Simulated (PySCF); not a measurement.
C7H7S (doublet state).
Structure used (GFN2-xTB), in Å, numbered top down from 1:
```
atom  x, y, z in Å
S1    -2.9176    0.3634   -0.4748
C2    -1.6051   -0.5913    0.0854
C3    -1.0365   -0.6537    1.4194
C4    -0.1597   -0.2229    0.2266
C5     0.9266   -1.0697   -0.2919
C6     1.9087   -0.2702   -0.7457
C7     1.5270    1.1084   -0.5499
C8     0.3122    1.1522    0.0304
H9    -2.4669    0.4875   -1.7281
H10   -0.7985   -1.6239    1.8338
H11   -1.2962    0.0855    2.1693
H12    0.8897   -2.1426   -0.2899
H13    2.8384   -0.5825   -1.1855
H14    2.1365    1.9501   -0.8244
H15   -0.2631    2.0177    0.3035
```

The hyperfine couplings belong to this conformer and change with its torsions.

The species is `S[C]1CC12C=CC=C2` [radical].

Level of theory: UKS B3LYP, pcH-1 on C H S, non-relativistic, mean-field spin-orbit, GIAO (PySCF 2.14.0). Geometry: GFN2-xTB, one conformer, isolated molecule. The geometry wasn't refined by DFT: couplings that depend on bond lengths, twists or pyramidal angles can differ widely from those at the functional's own minimum. The SCF solution wasn't tested for stability.

**Question.** Where do the isotropic ENDOR lines of H10/H11, H9 and H12/H15 fall at 3353.2 mT, to first order?

**Answer.** ν± = |νn ± a/2|, one line for each electron-spin manifold; νn = |g_N| × 7.62259 MHz/T × B.

```json
{"nuclei": "H10/H11", "isotope": "1H", "g_N": "5.5857", "νn (MHz)": "142.77", "a_iso (MHz)": "56.44", "lower line (MHz)": "114.55", "upper line (MHz)": "170.99"}
{"nuclei": "H9", "isotope": "1H", "g_N": "5.5857", "νn (MHz)": "142.77", "a_iso (MHz)": "1.85", "lower line (MHz)": "141.84", "upper line (MHz)": "143.70"}
{"nuclei": "H12/H15", "isotope": "1H", "g_N": "5.5857", "νn (MHz)": "142.77", "a_iso (MHz)": "-0.61", "lower line (MHz)": "142.46", "upper line (MHz)": "143.08"}
```

**Question.** Which pairs are centred on the nuclear Larmor frequency, and which on half the coupling?

**Answer.** Centred on νn, since |a| < 2νn: H10/H11, H9 and H12/H15. No pair has |a| > 2νn.

**Question.** At what field would the lower line of H10/H11 fall to zero frequency?

**Answer.** Where νn = |a|/2, that is B = 28.22 MHz/(5.5857 × 7.62259 MHz/T) = 663 mT, as far as first order holds there.

Class means assume fast exchange of nuclei equivalent by connectivity; if that motion is slow, each nucleus keeps its own coupling. The 1H value of +56.4 MHz is a mean of couplings from 43.4 to 69.4 MHz in this one geometry, not an average over conformers.

Largest spin populations (Mulliken): C2 (+0.75) and S1 (+0.17). The angles at C2 add up to 320.7°, so it is pyramidal.
